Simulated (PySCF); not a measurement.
Isomers of C6H7F3Si, from PBE0-D3(BJ)/def2-SVP geometry optimisation, gas phase (PySCF 2.14.0). One conformer each, no zero-point energy, no frequencies.

Task: Which is lowest in electronic energy at this level?
A. `[F:1][C:2]([F:3])=[C:4]([F:5])/[CH:6]=[CH:7]\[C@@H:8]1[CH2:9][SiH2:10]1` with C2–C4–C6–C7 180°, C6–C7–C8–C9 -158°: A = 3066, B = 447.0, C = 417.9 MHz, dipole 1.92 D
B. `[F:1][C:2]([F:3])=[C:4]([F:5])/[CH:6]=[CH:7]/[C@@H:8]1[CH2:9][SiH2:10]1` with C2–C4–C6–C7 -179°, C6–C7–C8–C9 -150°: A = 3152, B = 390.5, C = 368.7 MHz, dipole 2.51 D
C. `[CH:1]#[C:2][Si@@H:3]1[CH2:4][CH2:5][C@@H:6]1[C:7]([F:8])([F:9])[F:10]` with C2–Si3–C4–C5 -133°, Si3–C4–C5–C6 20°, C4–C5–C6–C7 97°, C2–Si3–C6–C5 135°: A = 1543, B = 1026, C = 745.7 MHz, dipole 1.93 D
D. `[CH:1]#[C:2][Si@@H:3]1[CH2:4][CH2:5][C@H:6]1[C:7]([F:8])([F:9])[F:10]` with C2–Si3–C4–C5 -93°, Si3–C4–C5–C6 -19°, C4–C5–C6–C7 -97°, C2–Si3–C6–C5 97°: A = 2115, B = 721.9, C = 654.3 MHz, dipole 2.72 D
E. `[F:1][C:2]([F:3])([F:4])[CH2:5][C:6]1=[CH:7][CH:8]=[CH:9][SiH2:10]1` with C2–C5–C6–C7 139°: A = 2571, B = 683.6, C = 609.3 MHz, dipole 2.29 D
F. `CC1=C(C(F)(F)F)C=C[SiH2]1`: A = 1906, B = 868.9, C = 674.0 MHz, dipole 1.91 D
G. `[F:1][C:2]([F:3])([F:4])[C:5]#[C:6][CH:7]1[CH2:8][SiH2:9][CH2:10]1` with C6–C7–C8–Si9 -148°, C7–C8–Si9–C10 19°, C8–Si9–C10–C7 -19°, C6–C7–C10–Si9 148°: A = 3293, B = 393.0, C = 384.0 MHz, dipole 3.32 D

Result: E. That is `C(F)(F)(F)CC1=CC=C[SiH2]1`, 2.7 kcal/mol below the next.

```
                        SMILES                                                            mapped SMILES      E (Eh)  relative (kcal/mol)  relative (kJ/mol)  dipole (D)
       FC(F)(F)CC1=CC=C[SiH2]1      [F:1][C:2]([F:3])([F:4])[CH2:5][C:6]1=[CH:7][CH:8]=[CH:9][SiH2:10]1  -820.70343                  0.0                0.0        2.29
     CC1=C(C(F)(F)F)C=C[SiH2]1     [CH3:1][C:2]1=[C:3]([C:4]([F:5])([F:6])[F:7])[CH:8]=[CH:9][SiH2:10]1  -820.69908                  2.7               11.4        1.91
   C#C[Si@@H]1CC[C@H]1C(F)(F)F    [CH:1]#[C:2][Si@@H:3]1[CH2:4][CH2:5][C@H:6]1[C:7]([F:8])([F:9])[F:10]  -820.66251                 25.7              107.4        2.72
  C#C[Si@@H]1CC[C@@H]1C(F)(F)F   [CH:1]#[C:2][Si@@H:3]1[CH2:4][CH2:5][C@@H:6]1[C:7]([F:8])([F:9])[F:10]  -820.66192                 26.0              109.0        1.93
        FC(F)(F)C#CC1C[SiH2]C1       [F:1][C:2]([F:3])([F:4])[C:5]#[C:6][CH:7]1[CH2:8][SiH2:9][CH2:10]1  -820.63700                 41.7              174.4        3.32
FC(F)=C(F)/C=C/[C@@H]1C[SiH2]1  [F:1][C:2]([F:3])=[C:4]([F:5])/[CH:6]=[CH:7]/[C@@H:8]1[CH2:9][SiH2:10]1  -820.61856                 53.3              222.8        2.51
FC(F)=C(F)/C=C\[C@@H]1C[SiH2]1  [F:1][C:2]([F:3])=[C:4]([F:5])/[CH:6]=[CH:7]\[C@@H:8]1[CH2:9][SiH2:10]1  -820.61681                 54.4              227.4        1.92
```

As drawn, the highest has a three-membered ring, which the lowest lacks.
